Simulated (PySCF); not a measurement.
Several orderings of computed values.

Each SMILES stands for a single optimised conformer of the isolated species, non-relativistic unless stated; the electronic structure was computed with PySCF and density fitting.

The conformers computed, where there is a choice (atom-mapped SMILES and torsion angles):
- `[OH:1][Si@@H:2]1[N:3][SiH2:4][NH:5]1`: H–O1–Si2–N3 22°
- `[CH3:1][C:2]#[C:3][C@@:4]([CH3:5])([CH:6]=[O:7])[C@H:8]([CH3:9])[SiH3:10]`: C3–C4–C6–O7 150°, C3–C4–C8–C9 -43°
- `[CH3:1][C@H:2]([NH2:3])[CH:4][CH:5]1[CH:6]=[CH:7]1`: C1–C2–C4–C5 -92°, C2–C4–C5–C6 146°, H–N3–C2–C1 -179°, H–N3–C2–C1 61°
- `[CH3:1][O:2][C@@H:3]([SiH2:4][CH:5]=[C:6]=[O:7])[C:8]([CH3:9])=[S:10]`: C1–O2–C3–Si4 160°, O2–C3–Si4–C5 -55°, C3–Si4–C5–C6 23°, O2–C3–C8–C9 -24°
- `[CH3:1]/[C:2]([CH2:3][N:4]([CH3:5])[CH3:6])=[C:7]1\[CH2:8][SiH2:9]1`: C1–C2–C3–N4 61°, C2–C3–N4–C5 67°
- `[CH2:1]=[C:2]([CH3:3])[C@@:4]1([CH:5]([CH3:6])[CH3:7])[CH:8]=[C:9]1[F:10]`: C1–C2–C4–C5 -22°, C2–C4–C5–C6 170°
- `[CH3:1][CH2:2][Si@:3]([OH:4])([SiH3:5])[S:6][SiH3:7]`: C1–C2–Si3–O4 -56°, C2–Si3–S6–Si7 58°, H–O4–Si3–C2 81°
- `[CH3:1][O:2][CH2:3][S:4][SiH2:5][SiH2:6][SiH3:7]`: C1–O2–C3–S4 -178°, O2–C3–S4–Si5 22°, C3–S4–Si5–Si6 -68°, S4–Si5–Si6–Si7 -10°
- `[CH:1]#[C:2][CH2:3]/[C:4]([CH3:5])=[C:6](\[CH3:7])[CH2:8][CH2:9][F:10]`: C2–C3–C4–C5 -95°, C4–C6–C8–C9 93°, C6–C8–C9–F10 179°

The conformers of `O[Si@H](CC[SiH3])[SiH2]S` and `C/C1=C/C[C@H](F)/C=C\CC1` aren't listed.

Question: Rank by smallest rotational constant, highest first (GFN2-xTB).
A. `C1(C=C1)[CH][C@@H](N)C` [radical]
B. `O[Si@@H]1[N][SiH2]N1` [radical]
C. `C[C@H]([SiH3])[C@](C=O)(C#CC)C`
D. `CO[C@@H]([SiH2]C=C=O)C(C)=S`

Answer: B (2.063 GHz), A (1.217 GHz), C (0.622 GHz), D (0.517 GHz).

Q: By how much do the two ends of that ranking differ?

A: By 1.546 GHz, between `O[Si@@H]1[N][SiH2]N1` [doublet state] and `CO[C@@H]([SiH2]C=C=O)C(C)=S`.

Question: Rank by HOMO–LUMO gap, highest first (PBE0/pcSseg-1 at GFN2-xTB geometries).
A. `C1C/C(=C\C[C@@H](/C=C\1)F)C`
B. `C/C(CN(C)C)=C1\C[SiH2]1`
C. `CC[Si@](O)([SiH3])S[SiH3]`
D. `CO[C@@H]([SiH2]C=C=O)C(C)=S`
E. `C=C(C)[C@@]1(C(C)C)C=C1F`
F. `O[Si@H](CC[SiH3])[SiH2]S`
G. `CC#C[C@@](C)(C=O)[C@H](C)[SiH3]`

Answer: E (7.08 eV), A (6.92 eV), C (6.76 eV), F (6.45 eV), G (6.25 eV), B (6.02 eV), D (4.23 eV).

Question: Rank by dipole moment, lowest first (PBE0/pcSseg-1 at GFN2-xTB geometries).
A. `COCS[SiH2][SiH2][SiH3]`
B. `C/C(CN(C)C)=C1\C[SiH2]1`
C. `O(C)[C@@H]([SiH2]C=C=O)C(=S)C`
D. `CC#C[C@@](C)(C=O)[C@H](C)[SiH3]`
E. `C=C(C)[C@@]1(C(C)C)C=C1F`

Answer: B (0.50 D), E (0.98 D), C (1.61 D), A (3.10 D), D (3.95 D).

Question: Rank by HOMO energy, lowest first (PBE0/pcSseg-1 at GFN2-xTB geometries).
A. `CC#C[C@@](C)(C=O)[C@H](C)[SiH3]`
B. `[SiH2]([SiH2][SiH3])SCOC`
C. `C#CC/C(C)=C(\C)CCF`
D. `C/C(=C1\C[SiH2]1)CN(C)C`
E. `[SiH2](S)[Si@H](O)CC[SiH3]`
F. `CO[C@@H]([SiH2]C=C=O)C(C)=S`

Answer: A (-7.36 eV), E (-7.08 eV), C (-6.79 eV), B (-6.66 eV), F (-6.34 eV), D (-6.16 eV).
